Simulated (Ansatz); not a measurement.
Born–Oppenheimer molecular dynamics of Cl3FGeH2 (7 atoms, charge 0, multiplicity 1). It starts at the highest image of a converged band. Of that band: Neighbouring images differ by up to 1.4 eV, so the band resolves the path poorly. A vibrational analysis at the climbing image gives one clearly imaginary mode, 1154i cm⁻¹: a first-order saddle point.

These are results of RKS PBE0/def2-SVP (Ansatz 0.2.0), not measurements.

```
ensemble                      : NVE (velocity Verlet)
time step                     : 0.5 fs
steps asked                   : 200
starting velocities drawn for : 100 K
seed                          : 2904
```

First frame:

```xyz
7
Properties=species:S:1:pos:R:3
Ge -0.335 -0.029 -0.077
H 0.197 0.075 1.641
Cl 1.795 -0.147 -0.461
Cl -0.896 1.760 -1.081
Cl -1.049 -1.870 -0.869
F -1.849 0.101 1.160
H -0.749 0.111 1.751
```

**Question.** What does the run give?

**Answer.** All steps were run.

```json
{
 "steps done": "200",
 "time covered": "100 fs",
 "mean temperature over the second half": "2392 K",
 "spread of the potential energy over the second half": "7.2 meV per atom",
 "mean potential energy of the second half above the start": "-211.7 meV per atom"
}
```

The conserved energy stayed within 0.23 meV per atom of its start (net change 0.1 meV per atom), so the integration is sound. The system heated up, since it started high on the potential surface and ran downhill. A run of 0.1 ps of so small a system gives no equilibrium averages. The orbitals stay closed-shell, which can raise the energy where a bond breaks towards radicals; this wasn't checked here.

**Question.** What happens to the structure?

**Answer.** The step under study would form Ge1–F6, H2–H7 and break Ge1–H2, F6–H7. These pairs go: Ge1–F6 1.96 → 4.49 Å, H2–H7 0.95 → 3.88 Å, Ge1–H2 1.80 → 1.56 Å, F6–H7 1.25 → 0.89 Å. In the last frame they stand as before the step (other bonds may differ from the relaxed reactants and products). Also parted: Ge1–H7 1.88 → 4.03 Å. It ends as Cl3GeH + FH. Pairs count as bonded within 1.25 times the sum of covalent radii (0.12 Å more for H–H). The details hang on the random start.

**Question.** How do temperature and energy run in time?

**Answer.** 
| time (fs) | T (K) | potential energy less start (eV) | conserved less start (meV/atom) |
| --- | --- | --- | --- |
| 0.0 | 100 | 0.000 | 0.00 |
| 5.0 | 82 | 0.012 | 0.00 |
| 10.0 | 77 | 0.015 | 0.00 |
| 15.0 | 96 | 0.002 | 0.00 |
| 20.0 | 181 | -0.052 | 0.03 |
| 25.0 | 515 | -0.268 | -0.02 |
| 30.0 | 876 | -0.501 | 0.05 |
| 35.0 | 1345 | -0.804 | 0.08 |
| 40.0 | 1714 | -1.043 | -0.03 |
| 45.0 | 2062 | -1.269 | -0.18 |
| 50.0 | 2267 | -1.402 | -0.17 |
| 55.0 | 2303 | -1.423 | 0.05 |
| 60.0 | 2377 | -1.471 | 0.05 |
| 65.0 | 2477 | -1.537 | -0.13 |
| 70.0 | 2517 | -1.563 | -0.14 |
| 75.0 | 2460 | -1.525 | 0.04 |
| 80.0 | 2374 | -1.469 | 0.07 |
| 85.0 | 2432 | -1.508 | -0.16 |
| 90.0 | 2376 | -1.472 | -0.18 |
| 95.0 | 2306 | -1.426 | -0.02 |
| 100.0 | 2287 | -1.413 | 0.10 |

Run time: 6.1 min on 4 threads of Intel(R) Xeon(R) Platinum 8259CL CPU @ 2.50GHz (Skylake/Cascade Lake), on a shared host, peak memory 0.31 GiB.
